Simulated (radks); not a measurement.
Valence configurations of Sb I (all share [Kr]). All-electron calculation, scalar-relativistic Kohn-Sham, r2SCAN, spin-polarised, spherical densities, finite nucleus; open shells are filled with parallel spins first (spin-orbit coupling, left out, can overturn this in heavy ions); meta-GGA in the generalised Kohn-Sham scheme; Fermi nuclear charge, rms radius 4.6802 fm. Program: a radial shooting solver on a logarithmic mesh with Libxc functionals. Energies are relative to 4d10 5s2 5p3; eigenvalues in eV for spin up.

valence	E (eV)	moment (Bohr magnetons)	e(4d)	e(5p)	e(5s)
4d10 5s2 5p3	0.000	3	-34.191	-5.827	-14.105
4d10 5s1.5 5p3.5	4.139	3	-35.000	-6.189	-14.669
4d10 5s1 5p4	8.143	3	-35.839	-6.583	-15.269
4d9.5 5s2 5p3.5	15.880	3	-37.598	-6.335	-15.073
4d10 5p5	18.606	1	-37.256	-6.522	-
4d9.5 5s1.5 5p4	20.156	3	-38.376	-6.681	-15.613
4d9 5s2 5p4	32.644	3	-40.958	-6.801	-15.979
4d9 5p6	51.966	1	-43.607	-7.241	-
4d8 5s2 5p5	68.941	3	-47.587	-7.662	-17.658

NIST lists [Kr] 4d10 5s2 5p3 as the ground configuration; this level of theory agrees among the configurations tried. The energies are those of spherical high-spin densities, not of single terms.
